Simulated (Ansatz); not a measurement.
The molecule ZrGe, closed-shell singlet (lowest of 2S+1 = 1, 3, 5, 7 at CCSD(T)/def2-TZVPP on PBE0 minima; our sources give no spin for the ground state, which may be another). No spin–orbit coupling. Ge is treated without relativity.

Seven points along R, fitted to fifth degree in 1/R; most abundant isotopes. In def2 and cc sets the state is the lowest found near the PBE0 minimum, followed along R. The singlet is held restricted. HF and MP2 rows in def2 and cc sets belong to the determinant that coupled cluster picked by its CCSD energy.

Correlated levels freeze the inner cores; with def2 sets outer-core shells near the valence are correlated too. CBS(a, b) extrapolates the correlation energy as X⁻³ and adds the Hartree–Fock energy of set b.

Run with Ansatz (a quantum-chemistry and plane-wave program) with Gaussian orbitals. Values without a source in brackets are computed. In def2 rows elements past Kr take small-core potentials, without spin–orbit coupling.

```json
[
 {"level": "HF/def2-TZVPP", "r_e (Å)": "2.369", "ω_e (cm⁻¹)": "346", "ω_e x_e (cm⁻¹)": "0.52", "dipole (D)": "-"},
 {"level": "SVWN5/def2-TZVPP", "r_e (Å)": "2.375", "ω_e (cm⁻¹)": "323", "ω_e x_e (cm⁻¹)": "0.65", "dipole (D)": "3.03"},
 {"level": "B3LYP/def2-TZVPP", "r_e (Å)": "2.401", "ω_e (cm⁻¹)": "315", "ω_e x_e (cm⁻¹)": "0.63", "dipole (D)": "3.15"},
 {"level": "MP2/def2-TZVPP", "r_e (Å)": "2.443", "ω_e (cm⁻¹)": "290", "ω_e x_e (cm⁻¹)": "0.89", "dipole (D)": "-"},
 {"level": "MP2/CBS(def2-TZVPP, def2-QZVPP)", "r_e (Å)": "2.408", "ω_e (cm⁻¹)": "299", "ω_e x_e (cm⁻¹)": "0.91", "dipole (D)": "-"},
 {"level": "SCS-MP2/def2-QZVPP", "r_e (Å)": "2.425", "ω_e (cm⁻¹)": "?", "ω_e x_e (cm⁻¹)": "0.87", "dipole (D)": "-"},
 {"level": "CCSD(T)/def2-QZVPP", "r_e (Å)": "2.406", "ω_e (cm⁻¹)": "307", "ω_e x_e (cm⁻¹)": "0.81", "dipole (D)": "-"},
 {"level": "CCSD(T)/CBS(def2-TZVPP, def2-QZVPP)", "r_e (Å)": "?", "ω_e (cm⁻¹)": "?", "ω_e x_e (cm⁻¹)": "0.83", "dipole (D)": "-"}
]
```

Some entries are withheld; supply them.


- CCSD(T)/CBS(def2-TZVPP, def2-QZVPP), r_e (Å): 2.394
- CCSD(T)/CBS(def2-TZVPP, def2-QZVPP), ω_e (cm⁻¹): 312
- SCS-MP2/def2-QZVPP, ω_e (cm⁻¹): 295

Doubts at one or more of the structures used: a restricted determinant that unrestricted orbitals would lower (HF/def2-TZVPP, MP2/def2-TZVPP, MP2/CBS(def2-TZVPP, def2-QZVPP), SCS-MP2/def2-QZVPP, CCSD(T)/def2-QZVPP, CCSD(T)/CBS(def2-TZVPP, def2-QZVPP)).
